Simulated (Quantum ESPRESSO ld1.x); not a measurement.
Values are calculated unless marked as measured or tabulated.
Problem. Species: the promethium ion Pm24+. Configuration: [Kr] 4d1. Code: ld1.x of Quantum ESPRESSO 7.5. Model: Dirac Kohn-Sham, PBE, spin-unpolarised, spherical densities, point nucleus; open shells are shared between the two j in proportion to 2j + 1. Some entries of the table are withheld. Estimate them.

orbital,occ.,eigenvalue (hartree),<r> (bohr)
1s1/2,2,-1680.39,0.02318
2s1/2,2,-295.987,0.09838
2p1/2,2,-281.776,0.08239
2p3/2,4,-261.169,0.08890
3s1/2,2,-84.8952,0.2581
3p1/2,2,-78.8488,0.2476
3p3/2,4,-74.6248,0.2597
3d3/2,4,(1),0.2307
3d5/2,6,(2),0.2345
4s1/2,2,-35.1487,0.5467
4p1/2,2,-32.7219,0.5504
4p3/2,4,-31.5582,0.5698
4d3/2,0.4,-27.5388,(3)
4d5/2,0.6,-27.2975,(4)

Solution. 
(1) 3d3/2 eigenvalue (hartree): -64.2303
(2) 3d5/2 eigenvalue (hartree): -63.3064
(3) 4d3/2 <r> (bohr): 0.5720
(4) 4d5/2 <r> (bohr): 0.5776
